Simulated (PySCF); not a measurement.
PySCF input file for SiOBr, SMILES O=[Si]Br, multiplicity 2, TPSSh-D3(BJ)/def2-TZVP. 

```python
import numpy as np
from pyscf import gto, scf, dft
from pyscf.geomopt import geometric_solver

mol = gto.M(
    atom='''
    Si    0.47141587    1.17816366    0.00000000
    O    -0.54599986    2.28816860   -0.00000000
    Br   -0.06376638   -0.99427543   -0.00000000
    ''',
    basis='def2-TZVP',
    charge=0,
    spin=1,
    max_memory=1600,
    verbose=3,
)
mf = dft.UKS(mol, xc='tpssh').density_fit(auxbasis='def2-universal-jkfit')
mf.disp = 'd3bj'
mf.grids.level = 4
mf.conv_tol = 1e-9
mf.max_cycle = 100
mf.kernel()
fine, coarse = mf.grids, dft.Grids(mol).set(level=1).build(with_non0tab=True)
for _ in range(3):  # follow internal instabilities
    mf.grids = coarse
    mo, _, stable, _ = mf.stability(return_status=True, nroots=4)
    mf.grids = fine
    if stable:
        break
    mf.kernel(mf.make_rdm1(mo, mf.mo_occ))
grad = mf.nuc_grad_method()
grad.grid_response = mol.nao <= 150
conv, mol_eq = geometric_solver.kernel(grad, convergence_set='GAU_TIGHT', maxsteps=100)
print(mol_eq.tostring(format='xyz'))
mf.reset(mol_eq)
mf.kernel()
```

It prints:

```

WARN: HOMO -0.226529469709753 >= LUMO -0.226529469709732

converged SCF energy = -2938.85921658851  <S^2> = 0.75620102  2S+1 = 2.0061914
<class 'pyscf.df.df_jk.DFUKS'> wavefunction is stable in the internal stability analysis
[banner and settings of the optimiser left out]
Geometry optimization cycle 1
Cartesian coordinates (Angstrom)
 Atom        New coordinates             dX        dY        dZ
  Si   0.471416   1.178164   0.000000    0.000000  0.000000  0.000000
   O  -0.546000   2.288169   0.000000    0.000000  0.000000  0.000000
  Br  -0.063766  -0.994275   0.000000    0.000000  0.000000  0.000000

WARN: Mole.unit (angstrom) is changed to Bohr

converged SCF energy = -2938.85921658689  <S^2> = 0.75620094  2S+1 = 2.0061914
--------------- DFUKS_Scanner gradients ---------------
         x                y                z
0 Si    -0.0148774512     0.0206360410    -0.0000000000
1 O     0.0161401005    -0.0199586540    -0.0000000000
2 Br    -0.0012626494    -0.0006773871     0.0000000000
----------------------------------------------
cycle 1: E = -2938.85921659  dE = -2938.86  norm(grad) = 0.0361675
Step    0 : Gradient = 2.088e-02/2.567e-02 (rms/max) Energy = -2938.8592165869
Hessian Eigenvalues: 5.00000e-02 5.00000e-02 5.00000e-02 ... 1.72050e-01 2.50000e-01 7.48074e-01

Geometry optimization cycle 2
Cartesian coordinates (Angstrom)
 Atom        New coordinates             dX        dY        dZ
  Si   0.466975   1.168827  -0.000000   -0.004441 -0.009336 -0.000000
   O  -0.547140   2.306246   0.000000   -0.001140  0.018078  0.000000
  Br  -0.058185  -1.003017  -0.000000    0.005581 -0.008742 -0.000000
converged SCF energy = -2938.85980571294  <S^2> = 0.75635979  2S+1 = 2.0063497
--------------- DFUKS_Scanner gradients ---------------
         x                y                z
0 Si    -0.0027653828     0.0051013191     0.0000000000
1 O     0.0032988456    -0.0045839656    -0.0000000000
2 Br    -0.0005334628    -0.0005173535     0.0000000000
----------------------------------------------
cycle 2: E = -2938.85980571  dE = -0.000589126  norm(grad) = 0.00813131
Step    1 : Displace = 1.345e-02/1.809e-02 (rms/max) Trust = 1.000e-01 (=) Grad = 4.695e-03/5.803e-03 (rms/max) E (change) = -2938.8598057129 (-5.891e-04) Quality = 1.222
Hessian Eigenvalues: 4.99999e-02 5.00000e-02 5.00000e-02 ... 1.70259e-01 2.35094e-01 6.15151e-01

Geometry optimization cycle 3
Cartesian coordinates (Angstrom)
 Atom        New coordinates             dX        dY        dZ
  Si   0.463722   1.164915  -0.000000   -0.003253 -0.003912 -0.000000
   O  -0.546474   2.312860   0.000000    0.000666  0.006614  0.000000
  Br  -0.055599  -1.005719  -0.000000    0.002587 -0.002702 -0.000000
converged SCF energy = -2938.85984561806  <S^2> = 0.75639851  2S+1 = 2.0063883
--------------- DFUKS_Scanner gradients ---------------
         x                y                z
0 Si     0.0001609408     0.0003016738     0.0000000000
1 O    -0.0000302920    -0.0002077324     0.0000000000
2 Br    -0.0001306488    -0.0000939415    -0.0000000000
----------------------------------------------
cycle 3: E = -2938.85984562  dE = -3.99051e-05  norm(grad) = 0.000432289
Step    2 : Displace = 5.293e-03/6.603e-03 (rms/max) Trust = 1.414e-01 (+) Grad = 2.496e-04/3.419e-04 (rms/max) E (change) = -2938.8598456181 (-3.991e-05) Quality = 1.077
Hessian Eigenvalues: 4.99979e-02 5.00000e-02 5.00000e-02 ... 1.65375e-01 2.14298e-01 6.38419e-01

Geometry optimization cycle 4
Cartesian coordinates (Angstrom)
 Atom        New coordinates             dX        dY        dZ
  Si   0.462656   1.164287  -0.000000   -0.001066 -0.000628  0.000000
   O  -0.545932   2.314006   0.000000    0.000542  0.001145 -0.000000
  Br  -0.055075  -1.006236  -0.000000    0.000524 -0.000517  0.000000
converged SCF energy = -2938.85984639172  <S^2> = 0.75639808  2S+1 = 2.0063879
--------------- DFUKS_Scanner gradients ---------------
         x                y                z
0 Si     0.0002046446    -0.0000800563    -0.0000000000
1 O    -0.0001614158     0.0000826558     0.0000000000
2 Br    -0.0000432288    -0.0000025995    -0.0000000000
----------------------------------------------
cycle 4: E = -2938.85984639  dE = -7.73654e-07  norm(grad) = 0.000288186
Step    3 : Displace = 1.104e-03/1.240e-03 (rms/max) Trust = 2.000e-01 (+) Grad = 1.664e-04/2.197e-04 (rms/max) E (change) = -2938.8598463917 (-7.737e-07) Quality = 1.288
Hessian Eigenvalues: 4.98424e-02 5.00000e-02 5.00000e-02 ... 1.24946e-01 1.80121e-01 7.18965e-01

Geometry optimization cycle 5
Cartesian coordinates (Angstrom)
 Atom        New coordinates             dX        dY        dZ
  Si   0.461954   1.164014  -0.000000   -0.000703 -0.000273  0.000000
   O  -0.545456   2.314639   0.000000    0.000475  0.000633 -0.000000
  Br  -0.054848  -1.006597  -0.000000    0.000228 -0.000361  0.000000
converged SCF energy = -2938.85984656729  <S^2> = 0.75639616  2S+1 = 2.006386
--------------- DFUKS_Scanner gradients ---------------
         x                y                z
0 Si     0.0000713342    -0.0000832154     0.0000000000
1 O    -0.0000717338     0.0000624837     0.0000000000
2 Br     0.0000003995     0.0000207317     0.0000000000
----------------------------------------------
cycle 5: E = -2938.85984657  dE = -1.75577e-07  norm(grad) = 0.000146606
Step    4 : Displace = 6.673e-04/7.660e-04 (rms/max) Trust = 2.828e-01 (+) Grad = 8.464e-05/1.096e-04 (rms/max) E (change) = -2938.8598465673 (-1.756e-07) Quality = 1.198
Hessian Eigenvalues: 4.89951e-02 5.00000e-02 5.00000e-02 ... 1.17267e-01 1.75960e-01 6.46587e-01

Geometry optimization cycle 6
Cartesian coordinates (Angstrom)
 Atom        New coordinates             dX        dY        dZ
  Si   0.461807   1.163977  -0.000000   -0.000147 -0.000038 -0.000000
   O  -0.545259   2.314791   0.000000    0.000198  0.000152  0.000000
  Br  -0.054899  -1.006711  -0.000000   -0.000051 -0.000114 -0.000000
converged SCF energy = -2938.85984658473  <S^2> = 0.75639569  2S+1 = 2.0063855
--------------- DFUKS_Scanner gradients ---------------
         x                y                z
0 Si     0.0000104903    -0.0000247525     0.0000000000
1 O    -0.0000158323     0.0000147292     0.0000000000
2 Br     0.0000053420     0.0000100233    -0.0000000000
----------------------------------------------
cycle 6: E = -2938.85984658  dE = -1.74336e-08  norm(grad) = 3.63228e-05
Step    5 : Displace = 1.534e-04/1.704e-04 (rms/max) Trust = 3.000e-01 (+) Grad = 2.097e-05/2.688e-05 (rms/max) E (change) = -2938.8598465847 (-1.743e-08) Quality = 1.279
Hessian Eigenvalues: 4.32214e-02 5.00000e-02 5.00000e-02 ... 1.29125e-01 1.62159e-01 5.75973e-01

Geometry optimization cycle 7
Cartesian coordinates (Angstrom)
 Atom        New coordinates             dX        dY        dZ
  Si   0.461809   1.163959  -0.000000    0.000002 -0.000017 -0.000000
   O  -0.545139   2.314840   0.000000    0.000119  0.000049 -0.000000
  Br  -0.055020  -1.006742  -0.000000   -0.000121 -0.000031  0.000000
converged SCF energy = -2938.85984658672  <S^2> = 0.7563958  2S+1 = 2.0063856
--------------- DFUKS_Scanner gradients ---------------
         x                y                z
0 Si    -0.0000050236     0.0000024965     0.0000000000
1 O     0.0000012352    -0.0000038103     0.0000000000
2 Br     0.0000037884     0.0000013138     0.0000000000
----------------------------------------------
cycle 7: E = -2938.85984659  dE = -1.99452e-09  norm(grad) = 7.97443e-06
Step    6 : Displace = 2.747e-05/3.249e-05 (rms/max) Trust = 3.000e-01 (=) Grad = 4.604e-06/5.610e-06 (rms/max) E (change) = -2938.8598465867 (-1.995e-09) Quality = 1.259
Hessian Eigenvalues: 4.32214e-02 5.00000e-02 5.00000e-02 ... 1.29125e-01 1.62159e-01 5.75973e-01
Converged! =D

3
XYZ from PySCF
Si          0.46180918        1.16395942       -0.00000000
O          -0.54513935        2.31483970        0.00000000
Br         -0.05502020       -1.00674229       -0.00000000
converged SCF energy = -2938.85984658621  <S^2> = 0.75639656  2S+1 = 2.0063864
```

The calculation finished and met its thresholds.
